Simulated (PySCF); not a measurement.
These 5 structures share the formula C8H10OS. Method used: PBE0-D3(BJ)/def2-SVP geometry optimisation, gas phase in PySCF. Energies are electronic, without zero-point or thermal terms, for one conformer each. No frequencies were run at this level. Point groups hold within 0.08 Å.

Problem. Order them by energy at this level, lowest first, and give relative energies in kcal/mol.
A. `[CH3:1][CH2:2][O:3][c:4]1[cH:5][cH:6][cH:7][cH:8][c:9]1[SH:10]` with C1–C2–O3–C4 180°, C2–O3–C4–C5 0°, C8–C9–S10–H 180°
B. `[CH:1]#[C:2][C@@:3]1([S@@:4]([CH3:5])=[O:6])[C@@H:7]2[CH2:8][CH2:9][C@H:10]12` with C2–C3–S4–C5 -59°
C. `[CH3:1][S@@:2](=[O:3])[CH2:4][c:5]1[cH:6][cH:7][cH:8][cH:9][cH:10]1` with C1–S2–C4–C5 67°, S2–C4–C5–C6 -110°
D. `[CH:1]#[C:2][C@@H:3]1[CH2:4][S:5][CH2:6][C@@H:7]([CH3:8])[C:9]1=[O:10]` with C2–C3–C4–S5 -64°, C3–C4–S5–C6 -57°, C4–S5–C6–C7 57°, S5–C6–C7–C8 175°
E. `[CH3:1][O:2][c:3]1[cH:4][cH:5][c:6]([S:7][CH3:8])[cH:9][cH:10]1` with C1–O2–C3–C4 180°, C5–C6–S7–C8 1°

Solution. A (0.0), E (7.1), C (29.1), D (42.9), B (117.0).

As drawn, the lowest has an aromatic ring and an S–H bond, which the highest lacks; the highest has a three-membered ring, a four-membered ring and a C≡C bond, which the lowest lacks.

| SMILES | E (Eh) | E rel (kcal/mol) | dipole (D) | point group | A, B, C (MHz) |
| --- | --- | --- | --- | --- | --- |
| CCOc1ccccc1S | -783.30976 | 0.0 | 2.77 | Cs | 1547, 914.8, 579.0 |
| COc1ccc(SC)cc1 | -783.29842 | 7.1 | 0.76 | Cs | 3861, 545.9, 481.3 |
| C[S@@](=O)Cc1ccccc1 | -783.26345 | 29.1 | 4.16 | C1 | 2836, 638.3, 596.8 |
| C#C[C@@H]1CSC[C@@H](C)C1=O | -783.24142 | 42.9 | 1.11 | C1 | 1341, 1137, 829.2 |
| C#C[C@@]1([S@@](C)=O)[C@@H]2CC[C@@H]21 | -783.12337 | 117.0 | 4.16 | C1 | 1573, 1126, 876.4 |

Problem. As an exercise, what shares would exp(−E/RT) give at 1000 K from these electronic energies alone (no entropy, no degeneracies)?

Solution. RT = 1.987 kcal/mol: CCOc1ccccc1S 97.3 %, COc1ccc(SC)cc1 2.7 %, C[S@@](=O)Cc1ccccc1 under 0.1 %, C#C[C@@H]1CSC[C@@H](C)C1=O under 0.1 %, C#C[C@@]1([S@@](C)=O)[C@@H]2CC[C@@H]21 under 0.1 %.
